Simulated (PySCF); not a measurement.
## Molecular orbitals of LaH

RHF at R = 2.040 Å; basis La x2c-SVPall, H x2c-SVPall; spin-free X2C with a Gaussian nucleus; PySCF 2.14. State: singlet, about 0.0 electrons in the 4f shell (Mulliken). Only the outer orbitals are listed, counted within each symmetry.

```json
{"orbital": "10σ", "occ.": "2", "ε (eV)": "-50.19", "on La (%)": "100", "main shells (%)": "100 La s"}
{"orbital": "11σ", "occ.": "2", "ε (eV)": "-29.43", "on La (%)": "98", "main shells (%)": "98 La p"}
{"orbital": "6π", "occ.": "2", "ε (eV)": "-29.23", "on La (%)": "100", "main shells (%)": "100 La p"}
{"orbital": "6π", "occ.": "2", "ε (eV)": "-29.23", "on La (%)": "100", "main shells (%)": "100 La p"}
{"orbital": "12σ", "occ.": "2", "ε (eV)": "-10.24", "on La (%)": "36", "main shells (%)": "63 H s, 24 La d"}
{"orbital": "13σ", "occ.": "2", "ε (eV)": "-5.16", "on La (%)": "100", "main shells (%)": "78 La s, 18 La d"}
{"orbital": "7π", "occ.": "0", "ε (eV)": "0.98", "on La (%)": "100", "main shells (%)": "53 La d, 47 La p"}
{"orbital": "7π", "occ.": "0", "ε (eV)": "0.98", "on La (%)": "100", "main shells (%)": "53 La d, 47 La p"}
{"orbital": "14σ", "occ.": "0", "ε (eV)": "1.01", "on La (%)": "98", "main shells (%)": "60 La p, 32 La d"}
```

Question: Which are the highest filled and the lowest empty level, where do they sit, and how wide is the gap?

Answer: Highest filled 13σ at -5.16 eV (in %: 78 La s, 18 La d); lowest empty 7π at 0.98 eV (in %: 53 La d, 47 La p); the gap at RHF is 6.14 eV. An empty level above zero is unbound, and its energy depends on the basis.

```json
{
  "bond order (Mayer)": "0.90",
  "⟨S²⟩": "0.000",
  "charge on La (Mulliken, basis-dependent)": "0.31",
  "charge on La (Löwdin, basis-dependent)": "0.23",
  "dipole moment (positive dipole means La(−)H(+))": "-2.30 D",
  "polarisability along the bond": "145.5 bohr³",
  "polarisability across the bond": "184.1 bohr³"
}
```

Spin–orbit coupling is left out.
